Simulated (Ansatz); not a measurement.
C4H8Si can be A, `C=C1[SiH2]C1C`, or B, `C=CC1C[SiH2]1`.

Computed with Ansatz on PBE0-D4/def2-TZVP structures; ΔE is electronic, products minus reactants. CBS: MP2 limit from def2 TZ/QZ plus the TZ coupled-cluster correction, frozen cores. Functionals use def2-TZVPP. B3LYP here is the variant with VWN-RPA as its local correlation; programs differ in this. One conformer a species, not always the lowest.

A:

```xyz
13

C    -1.2842   -0.7245    1.4205
C    -0.8907   -0.0741    0.3407
Si   -0.7741    1.3678   -0.7608
C     0.2036   -0.2314   -0.6852
C     1.6338   -0.3710   -0.2185
H    -2.0811   -0.3463    2.0525
H    -0.8289   -1.6671    1.7193
H    -0.1815    2.6216   -0.2419
H    -1.7487    1.5700   -1.8566
H    -0.0655   -0.9210   -1.4891
H     2.3345   -0.2332   -1.0452
H     1.8690    0.3696    0.5498
H     1.8138   -1.3602    0.2145
```

B:

```xyz
13

C     0.6744   -1.8700    0.2682
C    -0.4443   -1.1724    0.4462
C    -0.5829    0.2904    0.4819
C     0.6370    1.2022    0.2971
Si   -0.5427    1.2536   -1.1217
H     0.6525   -2.9520    0.2289
H     1.6442   -1.3981    0.1579
H    -1.3805   -1.7165    0.5523
H    -1.3117    0.6492    1.2051
H     1.5964    0.7120    0.1727
H     0.6878    2.0557    0.9646
H    -1.4135    2.4360   -1.2991
H    -0.2168    0.5100   -2.3541
```

Which is lower in electronic energy at CCSD(T)/CBS, and by how much? (Best estimate.)

The calculation gave: B, by 8.1 kcal/mol.

Give E(B) − E(A) in kcal/mol with PBE0-D4, BLYP-D4, CCSD/def2-TZVPP, ωB97M-V, B3LYP-D4, CCSD(T)/def2-SVP, CCSD(T)/def2-TZVPP. (An estimate is asked.)

Computed: PBE0-D4 -8.0, BLYP-D4 -7.0, CCSD/def2-TZVPP -8.0, ωB97M-V -8.3, B3LYP-D4 -7.6, CCSD(T)/def2-SVP -6.5, CCSD(T)/def2-TZVPP -8.0. None reverses the order clearly.

Does the order hold for the free energy at 298.15 K (harmonic terms from PBE0-D4)? (Best estimate.)

The calculation gave: Yes: G(B) − G(A) = -7.4 kcal/mol, for one conformer each.

Largest T1 diagnostic: 0.012.

At CCSD(T), def2-SVP lies +1.6 kcal/mol from the extrapolated value and def2-TZVPP +0.1 kcal/mol. From BLYP to BHLYP (50 % exact exchange), in def2-TZVPP and without D4, E(B) − E(A) moves by −1.4 kcal/mol.
